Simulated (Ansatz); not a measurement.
`[F][Ge]([F])([F])[c]1ccccc1` + `N=O` → `O=Nc1ccccc1` + `[F][GeH]([F])[F]`  (substitution at a C–Ge bond)

Program: Ansatz. Geometries: PBE0-D4/def2-TZVP. ΔE: electronic, gas phase. CCSD(T)/CBS adds triple-zeta CCSD(T) − MP2 to the extrapolated MP2 energy (def2 sets, frozen cores). This one scheme is used for every species. Functionals use def2-TZVPP. B3LYP here is the variant with VWN-RPA as its local correlation; programs differ in this. For Ge outer-core shells are correlated without core-valence functions, which leaves a few kJ/mol of doubt a bond. Scalar relativity is left out up to krypton. Each species was taken in one conformer, which may not be the lowest.

Problem. Is it downhill or uphill in electronic energy at CCSD(T)/CBS, and by how much? (Estimate.)

Solution. Ansatz gave: Uphill: ΔE = +0.14 eV.

Problem. What do these levels give: revPBE-D4, r2SCAN-D4, B3LYP-D4, r2SCANh-D4, r2SCAN0-D4, BHLYP-D4, ωB97X-V, revPBE, BLYP, PBE0, HF/def2-QZVPP, HF/CBS(def2)? (Best estimate.)

Solution. Ansatz gave: revPBE-D4 -0.04, r2SCAN-D4 -0.11, B3LYP-D4 0.00, r2SCANh-D4 -0.08, r2SCAN0-D4 -0.03, BHLYP-D4 0.07, ωB97X-V 0.04, revPBE -0.11, BLYP -0.15, PBE0 -0.06, HF/def2-QZVPP 0.04, HF/CBS(def2) 0.04 eV.

Largest T1 diagnostic among the species: 0.015.

Leaving LDA and LC-ωPBE aside and taking each functional with its dispersion term where it has one, the values, not all of them listed here, spread over 0.21 eV, from B97M-V to ωB97M-V. LDA lies −0.13 eV from PBE without D4. From BLYP to BHLYP (50 % exact exchange), in def2-TZVPP and without D4, ΔE moves by +0.12 eV. In def2-TZVPP, CCSD(T) changes the Hartree–Fock value by +0.09 eV (the triples alone add −0.03 eV) and MP2 by +0.07 eV.
